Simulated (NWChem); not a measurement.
System: InICl2; SMILES [I][In]([Cl])[Cl]

Results from NWChem. Medium grid unless said otherwise, to which SCAN and Minnesota functionals are sensitive. Coordinates come from a PBE0/def2-SVP optimisation. def2 effective core potentials on In, I; no spin-orbit coupling. B3LYP is NWChem's, with the RPA form of VWN correlation. Total energies of different functionals are on different scales.

```csv
level,energy (Ha),highest occupied level (eV),orbital gap (eV),dipole (D)
B3LYP/def2-SVP,-1408.2819,-7.92,4.67,1.18
PBE/def2-SVP,-1407.7068,___,3.22,1.16
"LDA (Slater exchange, PW92)/def2-SVP",-1404.3835,-7.18,3.09,1.10
TPSSh/def2-SVP,-1407.9694,-7.64,4.18,1.22
r2SCAN0/def2-SVP,-1408.1670,-8.48,5.48,1.24
PW6B95/def2-SVP,-1409.1071,-8.25,5.25,1.26
KT2/def2-SVP,-1417.7299,-7.12,3.20,1.20
"LC-wPBE (HJS exchange hole, range parameter 0.4 per bohr)/def2-SVP",-1407.8761,-10.90,9.95,1.19
MN15/def2-SVP,-1406.7015,-8.76,6.13,1.38
BHandHLYP/def2-SVP,-1407.9738,-9.19,7.05,1.22
```

### Question
Some entries are withheld; supply them.

### Answer

- PBE/def2-SVP, highest occupied level (eV): -7.03
